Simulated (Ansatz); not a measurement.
This triplet is an excited state, 0.78 eV above the relaxed singlet at the level frozen-core CCSD(T)/aug-cc-pVTZ // PBE-D3(BJ)/def2-SVPD (Ansatz, a first-principles code).

Species: H₃B₂, SMILES `[BH-]B` (excited triplet) (charge -1, multiplicity 3), formula H$_{3}$B$_{2}$.

Problem. How many basis functions does frozen-core CCSD(T)/aug-cc-pVTZ // PBE-D3(BJ)/def2-SVPD (Ansatz) use, how many core orbitals are frozen, and how many electrons are correlated?

Solution. 161 basis functions and 2 frozen orbitals, which leaves 10 correlated electrons. Core time is of the order of seconds.
